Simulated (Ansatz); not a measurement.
`C[CH2][Zn][Cl]` from Hartree–Fock to CCSD(T)

| atom | x (Å) | y (Å) | z (Å) |
| --- | --- | --- | --- |
| C1 | 0.974 | -0.592 | -0.320 |
| C2 | 0.179 | 0.577 | 0.255 |
| Zn3 | -1.747 | 0.349 | 0.248 |
| Cl4 | -3.844 | 0.098 | 0.238 |
| H5 | 2.050 | -0.394 | -0.284 |
| H6 | 0.719 | -0.788 | -1.364 |
| H7 | 0.800 | -1.518 | 0.233 |
| H8 | 0.475 | 0.770 | 1.291 |
| H9 | 0.394 | 1.497 | -0.297 |

Total charge 0; spin multiplicity 1. For Zn the d shell is correlated and the shells below it are frozen. Scalar relativity is left out up to krypton. The structure was optimised at the PBE0-D4/def2-TZVP level. It is one conformer, not always the lowest. Frozen core, restricted reference, the Gaussian-basis code of Ansatz.

```
     basis      HF (Eh)  MP2 corr.
  def2-SVP  -2315.55469   -0.72574
def2-TZVPP  -2316.04424   -1.05187
def2-QZVPP  -2316.10276   -1.13056
```

Task: Estimate the CCSD correlation energy and the (T) correction in each basis where they were run (hartree).

Result: 
| basis | CCSD corr. | (T) |
| --- | --- | --- |
| def2-SVP | -0.74533 | -0.01995 |
| def2-TZVPP | -1.04390 | -0.03776 |
